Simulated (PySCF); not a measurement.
Coordinates in bohr (charge 1 multiplicity 2):
```
Se   -0.0349    0.0000   -0.5398
O     2.5517    0.0000    1.4173
O    -2.3772    0.0000    1.2800
```

Method: UPBE0/[Se def2-TZVP, O def2-TZVP], no relativity, density fitting, PySCF.

This geometry of SeO₂⁺ is a stationary point at this level.

Question: What is the point group?

Answer: Cs.

Question: Is it a minimum?

Answer: Yes: all harmonic wavenumbers are real.

Question: List the harmonic modes with their infrared intensities.

Answer: 
| symmetry | ω (cm⁻¹) | IR (km/mol) | type |
| --- | --- | --- | --- |
| a' | 239 | 15.5 | bend |
| a' | 710 | 8.4 | stretch |
| a' | 1088 | 8.7 | stretch |

Question: Give the atomic charges and bond orders.

Answer: 
| atom | Mulliken | Löwdin | polar tensor | spin (Mulliken) | Mayer order to Se1 |
| --- | --- | --- | --- | --- | --- |
| Se1 | 1.14 | 1.02 | 1.25 | -0.02 | – |
| O2 | 0.03 | 0.07 | -0.07 | 1.01 | 1.32 |
| O3 | -0.18 | -0.09 | -0.18 | 0.00 | 2.08 |

Question: Give the ideal-gas entropy at 298.15 K and 1 bar by parts.

Answer: translation 167.7, rotation 96.2, vibration 9.1, spin 5.8; total 278.7 J/(mol K).

Other isomers or separated fragments may lie lower.
